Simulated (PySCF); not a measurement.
## TlN: frontier orbitals

B3LYP at R = 2.328 Å; PySCF, scalar-relativistic core potentials, basis sets Tl def2-SVP with ECP60, N def2-SVP. State: ³Σ⁻ (triplet), unpaired electrons π ↑↑. Only the outer orbitals are listed, counted within each symmetry, core potentials removing the inner ones.

```csv
spin,orbital,occ.,ε (eV),on Tl (%),main shells (%)
α,6σ,1,-10.35,86,"86 Tl s, 10 N p"
α,3π,1,-7.21,7,93 N p
α,3π,1,-7.21,7,93 N p
α,7σ,1,-5.72,30,"69 N p, 19 Tl p, 10 Tl s"
α,4π,0,-1.73,95,95 Tl p
α,4π,0,-1.73,95,95 Tl p
α,8σ,0,0.28,94,"90 Tl p, 10 N p"
β,5σ,1,-15.21,30,"70 N s, 18 Tl d, 9 Tl s"
β,6σ,1,-10.05,85,"84 Tl s, 9 N s"
β,7σ,1,-4.74,34,"65 N p, 28 Tl p"
β,3π,0,-2.59,73,"72 Tl p, 27 N p"
β,3π,0,-2.59,73,"72 Tl p, 27 N p"
β,4π,0,-0.31,31,"69 N p, 28 Tl p"
```

**Question.** Which are the highest filled and the lowest empty level, where do they sit, and how wide is the gap?

**Answer.** Highest filled β 7σ at -4.74 eV (in %: 65 N p, 28 Tl p); lowest empty β 3π at -2.59 eV (in %: 72 Tl p, 27 N p); the gap at B3LYP is 2.15 eV.

```
bond order (Mayer)                              : 0.97
⟨S²⟩                                            : 2.016
charge on Tl (Mulliken, basis-dependent)        : 0.36
charge on Tl (Löwdin, basis-dependent)          : 0.26
dipole moment (positive dipole means Tl(−)N(+)) : -2.82 D
polarisability along the bond                   : 59.1 bohr³
polarisability across the bond                  : 39.4 bohr³
```

These are scalar-relativistic numbers at best; spin–orbit coupling would shift them, the dissociation energy most. The state is the lowest determinant that a PBE0 search found; another state may lie lower at other levels.
